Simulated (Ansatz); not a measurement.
Coupled-cluster diagnostics for the cluster In₂O₄H₂, Ansatz.

Geometry of the singlet (B3LYP-D4/def2-SVP):

```xyz
8

In   -0.123   -1.613   -1.176
In   -0.797    1.405    1.179
O     1.049   -0.048    0.360
O     0.422   -0.961    1.352
O    -1.428    0.271   -0.757
O    -0.602    1.130   -1.623
H     0.289    1.025   -1.225
H     1.190   -1.210    1.891
```

In the def2 sets In takes a core potential; there is no spin–orbit coupling. Correlated methods freeze 12 core orbitals; core or outer-core shells of In are correlated, in sets that lack core-valence functions. The structure holds 2 bonds between oxygen atoms, so isomers without such links may lie far lower. Another isomer (singlet) lies 3.83 eV lower at PBE0-D4/def2-TZVP; other spin states weren't run for this one.

Question: Estimate the CCSD(T) correlation energy, the shares of MP2 and (T), T1 and the reference's ⟨S²⟩ for: charge 0, singlet, own geometry in def2-SVP; and the rough time on 4 threads of Intel Xeon on a shared host.

Answer: 
| state | basis | correlation (eV) | MP2 share (%) | (T) share (%) | T1 | ⟨S²⟩ (pure) | wall time |
| --- | --- | --- | --- | --- | --- | --- | --- |
| charge 0, singlet, own geometry | def2-SVP | -26.467 | 93.2 | 3.2 | 0.016 | 0.00 (0.00) | 35 s |
Customary marks for T1 are 0.02 (closed shells), 0.045 (open shells) and about 0.05 (3d metals). T1 stays under 0.02 throughout.
